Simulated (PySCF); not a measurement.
**Gold: a sound run and one with changed settings**

Sound run: Au [Xe] 4f14 5d10 6s1, Au⁺ [Xe] 4f14 5d10. All numbers are calculated (PySCF 2.14, a scalar-relativistic core potential, in def2-SVP with the def2 core potential (60 electrons)). The sound run starts from symmetry-adapted Hartree-Fock orbitals and uses a fine grid where one is needed.

Changed run: radial step 0.5 in ln r (0.13 in the sound run). This setting is unsound on purpose.

| species | method | sound run (hartree) | changed run (hartree) | converged |
| --- | --- | --- | --- | --- |
| Au | UHF | -134.78516 | -134.78516 | yes |
| Au | LDA | -135.49644 | -135.43852 | yes |
| Au | r2SCAN | -135.75325 | -135.68282 | yes |
| Au⁺ | UHF | -134.50244 | -134.50244 | yes |
| Au⁺ | LDA | -135.13135 | -135.07593 | yes |
| Au⁺ | r2SCAN | -135.40433 | -135.33611 | yes |

Ionisation energy of Au:

```
method  sound run (eV)  changed run (eV)
   UHF           7.693             7.693
   LDA           9.934             9.867
r2SCAN           9.494             9.434
```

A coarse radial grid mis-integrates the density and the exchange-correlation energy, with errors of either sign; Hartree-Fock needs no grid.

For comparison, NIST gives 9.226 eV between the lowest levels.
